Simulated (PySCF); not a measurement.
**Electron correlation in Ne²⁺ (neon, charge +2)**

[He] 2s2 2p4, high-spin 3P determinant. Computed with PySCF 2.14 in aug-cc-pCVQZ-DK (9s8p6d4f2g, 109 functions), with the spin-free X2C one-electron Hamiltonian (Gaussian nucleus). Frozen: nothing; 8 electrons correlated.

MP2 pair energies summed by pair of shells (mhartree):

```csv
pair,energy,share (%)
2s-2p,-77.52,34.0
2p-2p,-75.86,33.3
1s-1s,-38.29,16.8
1s-2p,-17.90,7.9
2s-2s,-11.62,5.1
1s-2s,-6.49,2.9
```

Total MP2 correlation energy: -227.68 mhartree.

Same-spin part -47.37 and opposite-spin part -180.31 mhartree; SCS-MP2 scales them by 1/3 and 6/5 to -232.16 mhartree.
